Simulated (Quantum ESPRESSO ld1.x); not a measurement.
The numbers below are computed, except where a source is named.
All-electron atom: Dy III in [Xe] 4f9.5 6s0.5 (fractional occupations, a model configuration). Level of theory: scalar-relativistic Kohn-Sham, LDA (Slater exchange, Perdew-Zunger correlation), spin-polarised, spherical densities, point nucleus; open shells are filled with parallel spins first (ld1.x of Quantum ESPRESSO 7.5).

Normalised radial functions P(r) = r R(r), r in bohr:

```
   r/bohr * 4f up (the largest magnitude, 1.11, reaches the edge; | marks zero)
 0.001397 *
 0.001626 *
 0.001893 *
 0.002186 *
 0.002545 *
 0.002963 *
 0.003449 *
 0.004015 *
 0.004674 *
 0.005442 *
 0.006335 *
 0.007375 *
 0.008586 *
 0.009995 *
  0.01164 *
  0.01344 *
  0.01564 *
  0.01821 *
   0.0212 *
  0.02468 *
  0.02873 *
  0.03345 *
  0.03894 *
  0.04534 *
  0.05278 |*
  0.06144 |*
  0.07153 | *
  0.08327 |  *
  0.09617 |   *
    0.112 |     *
   0.1303 |        *
   0.1517 |           *
   0.1766 |                *
   0.2056 |                      *
   0.2394 |                            *
   0.2787 |                                   *
   0.3244 |                                          *
   0.3777 |                                                *
   0.4397 |                                                    *
   0.5119 |                                                      *
   0.5959 |                                                      *
   0.6882 |                                                   *
   0.8012 |                                              *
   0.9327 |                                         *
    1.086 |                                  *
    1.264 |                            *
    1.472 |                     *
    1.713 |                *
    1.994 |           *
    2.322 |       *
    2.703 |     *
    3.147 |  *
    3.663 | *
    4.231 |*
    4.925 *
    5.734 *
    6.675 *
    7.771 *
    9.046 *
    10.53 *
```

4f up: eigenvalue -22.916 eV, 0 radial nodes, <r> = 0.825 bohr, 90 % of the charge inside 1.42 bohr.
